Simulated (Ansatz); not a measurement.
Input for Ansatz (an electronic-structure program): R-wB97X-V/def2-TZVPP on CH5BO2 (SMILES CB(O)O), a point of a torsion scan.

Ansatz 0.2 input:
```yaml
crystal:
  periodic: [false, false, false]
  atoms:
    - {symbol: C, position_ang: [-0.31769988, -0.91955383, -1.03880733]}
    - {symbol: B, position_ang: [0.58014078, 0.00116444, -0.09321536]}
    - {symbol: O, position_ang: [1.21469989, 1.07887444, -0.61390088]}
    - {symbol: O, position_ang: [0.58400561, -0.13417553, 1.26307543]}
    - {symbol: H, position_ang: [-0.35783149, -1.96068537, -0.72663807]}
    - {symbol: H, position_ang: [0.00947830, -0.88858056, -2.07286666]}
    - {symbol: H, position_ang: [-1.33426360, -0.53191917, -1.01110007]}
    - {symbol: H, position_ang: [1.22681792, 1.85344906, -0.05456213]}
    - {symbol: H, position_ang: [0.12112142, -0.89158682, 1.61625610]}
basis:
  gaussian:
    orbitals: def2-TZVPP
hamiltonian:
  xc: {name: wB97X-V}
scf: {lower_state_search: off}
```

The log:

```
WARN ansatz: RAYON_NUM_THREADS=2 ignored (pool sized by the plan → 2); use --threads N
Functional definition: wB97X-V
these checks for a lower state are left out or cut short: stability, starts, cluster_reference, orbital_swaps, neighbouring_geometries, increment
integrals: 0.11 GiB planned
946 factors; their error is unknown
integrals: 0.15 GiB planned
244 factors; integrals over basis functions are off by at most 9.6e-6 eV
mean field: 1.05 GiB planned
mean field evaluation 1: about -5885.7168 eV, gradient 6.4e1 eV
mean field evaluation 2: about -5887.1948 eV, gradient 6.0e1 eV
mean field evaluation 4: about -5892.6994 eV, gradient 1.7e0 eV
mean field evaluation 8: about -5892.7121 eV, gradient 5.1e-2 eV
mean field evaluation 16: about -5892.7110 eV, gradient 5.5e-5 eV
mean field -5892.71101339 eV, -216.5531355190 hartree, gradient 2.9e-6 eV, S^2 0.000000; 0 other end points of the search recorded, 0 dependent functions left out
reference -5892.71101150 eV, -216.5531354498 hartree; 16, 16 occupied and 178, 178 virtual orbitals, 946 factors
Total energy: -5892.71101150 eV, -216.5531354498 hartree
Checks for a lower state left out: stability, starts, cluster_reference, orbital_swaps, neighbouring_geometries, increment
```

The run converged.

Cost: roughly 6 core-seconds.
